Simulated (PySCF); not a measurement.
An excited-state job on `C#[N+][B@@H-](C)B(Cl)Cl`.

Method: TDDFT PBE0/def2-SVPD, vertical, gas phase, core orbitals frozen in the response (PySCF 2.14.0, density-fitted response routines). Geometry: GFN2-xTB. The input is one job of a driver script: a line of settings, then coordinates in Å.

Command:
```bash
OMP_NUM_THREADS=1 python probes_run.py task.json out
```

Input:
```
{"job": {"kind": "uv", "xc": "PBE0", "basis": "def2-SVPD", "nstates": 8, "ntriplets": 3}, "charge": 0, "multiplicity": 1}
C      1.948356    -0.059850     1.382886
N      1.198365    -0.054675     0.512302
B      0.185761    -0.004548    -0.518824
C     -0.848514    -1.254812    -0.223524
B     -0.581412     1.524937    -0.454057
Cl    -1.898580     1.916951    -1.491595
Cl    -0.104351     2.803671     0.631498
H      2.638331    -0.058211     2.176981
H      0.759185    -0.164717    -1.551628
H     -1.648680    -1.245757    -0.956548
H     -1.301731    -1.188411     0.762272
H     -0.345533    -2.215264    -0.295789
```

Output:
```
coarse grid: 11760 points
cycle   1  E = -1102.9803383417  dE =  8.818e-01  |g| = 5.315e-01  |ddm| = 6.021e+00
cycle   2  E = -1102.7373575593  dE =  2.430e-01  |g| = 1.098e+00  |ddm| = 2.149e+00
cycle   3  E = -1103.0666945180  dE = -3.293e-01  |g| = 1.511e-01  |ddm| = 1.429e+00
cycle   4  E = -1103.0709029634  dE = -4.208e-03  |g| = 7.654e-02  |ddm| = 3.723e-01
cycle   5  E = -1103.0722009810  dE = -1.298e-03  |g| = 1.750e-02  |ddm| = 1.087e-01
cycle   6  E = -1103.0722835373  dE = -8.256e-05  |g| = 4.232e-03  |ddm| = 4.276e-02
cycle   7  E = -1103.0722879264  dE = -4.389e-06  |g| = 1.071e-03  |ddm| = 1.106e-02
final grid: 106176 points
cycle   8  E = -1103.1858592095  dE = -3.014e-05  |g| = 5.870e-03  |ddm| = 1.128e-01
cycle   9  E = -1103.1858520049  dE =  7.205e-06  |g| = 8.130e-03  |ddm| = 1.960e-02
cycle  10  E = -1103.1858669880  dE = -1.498e-05  |g| = 2.574e-03  |ddm| = 9.420e-03
cycle  11  E = -1103.1858684662  dE = -1.478e-06  |g| = 3.501e-04  |ddm| = 3.275e-03
cycle  12  E = -1103.1858684974  dE = -3.127e-08  |g| = 7.812e-05  |ddm| = 7.386e-04
cycle  13  E = -1103.1858684990  dE = -1.573e-09  |g| = 2.529e-05  |ddm| = 1.693e-04
cycle  14  E = -1103.1858684992  dE = -1.889e-10  |g| = 5.431e-06  |ddm| = 7.894e-05
converged SCF energy = -1103.1858684992

Static polarisability (au): isotropic 91.664, principal 66.429 90.141 118.422

Singlet excitations
state   eV       nm        f      main configurations
  1   4.6361    267.4   0.00125   H->L 0.91
  2   4.9453    250.7   0.00654   H->L+2 0.94
  3   5.0096    247.5   0.06112   H->L+1 0.71, H-1->L 0.19
  4   5.4962    225.6   0.00778   H-1->L+1 0.91
  5   6.0197    206.0   0.00019   H-2->L+2 0.99
  6   6.1815    200.6   0.27332   H-1->L 0.41, H-1->L+2 0.22, H-2->L+1 0.14
  7   6.2710    197.7   0.09001   H-1->L+2 0.73, H-1->L 0.13
  8   6.2981    196.9   0.05306   H-2->L+1 0.60, H-2->L 0.20, H-1->L 0.13

Triplet excitations (Tamm-Dancoff, eV): 4.2055 4.2263 4.4512
```

The SCF starts on a coarse grid where the log names one; the energy can jump when the final grid takes over, and dE then counts from the start density on the new grid. H and L stand for HOMO and LUMO; the number after each pair is its weight.

Question: How does the lowest singlet excitation compare with the HOMO–LUMO gap?

Answer: HOMO -7.34 eV and LUMO -1.34 eV give a gap of 6.00 eV; S1 at 4.64 eV lies 1.36 eV below it.

Question: Give S1 in cm⁻¹ and kJ/mol.

Answer: 4.6361 eV × 8065.54 = 37393 cm⁻¹; × 96.485 = 447.3 kJ/mol.

Summary of the converged run: HOMO -7.34 eV, LUMO -1.34 eV; lowest singlet 4.64 eV; lowest triplet 4.21 eV (Tamm–Dancoff); mean polarisability 91.7 au.

Question: Estimate the wall time. Hardware: one thread of an Arm Neoverse N1, shared host with 64 logical CPUs at a one-minute load of 58. And the peak memory of the process?

Answer: About 52 s, with 0.80 GiB resident at the peak, the Python interpreter and its libraries included.

One conformer stands for the species.
Labels such as C1 count atoms from 1, the log's own numbers from 0.
